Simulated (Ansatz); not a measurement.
Reaction (redistribution): `[CH3][GeH]([Cl])[CH]=O` + `NCBCl` → `[CH3][GeH]([NH2])[Cl]` + `O=CCBCl`

Isolated molecules relaxed with PBE0-D4/def2-TZVP in Ansatz; ΔE leaves out vibrations. CCSD(T)/CBS adds triple-zeta CCSD(T) − MP2 to the extrapolated MP2 energy (def2 sets, frozen cores). Functionals use def2-TZVPP. B3LYP here is the variant with VWN-RPA as its local correlation; programs differ in this. For Ge outer-core shells are correlated without core-valence functions, which leaves a few kJ/mol of doubt a bond. Scalar relativity is left out up to krypton. One conformer a species, not always the lowest.

```tsv
level	ΔE (kJ/mol)	difference from CCSD(T)/CBS
PBE0-D4	-111.3	4.6
ωB97X-V	-113.1	2.8
ωB97M-V	-113.1	2.8
B2PLYP	-115.5	0.4
PBE	-105.9	10.0
PBE0	-111.7	4.2
B3LYP	-110.1	5.8
HF/def2-TZVPP	-124.0	-8.1
MP2/def2-TZVPP	-122.8	-6.9
SCS-MP2/def2-TZVPP	-119.7	-3.8
CCSD/def2-TZVPP	-116.7	-0.8
CCSD(T)/def2-TZVPP	-115.9	0.0
HF/def2-QZVPP	-124.1	-8.2
MP2/def2-QZVPP	-122.8	-6.9
MP2/CBS(def2)	-122.7	-6.8
CCSD/CBS(def2)	-116.6	-0.7
CCSD(T)/CBS	-115.9	0
```

Largest T1 diagnostic among the species: 0.014.

From PBE to PBE0 (25 % exact exchange), in def2-TZVPP and without D4, ΔE moves by −5.8 kJ/mol.
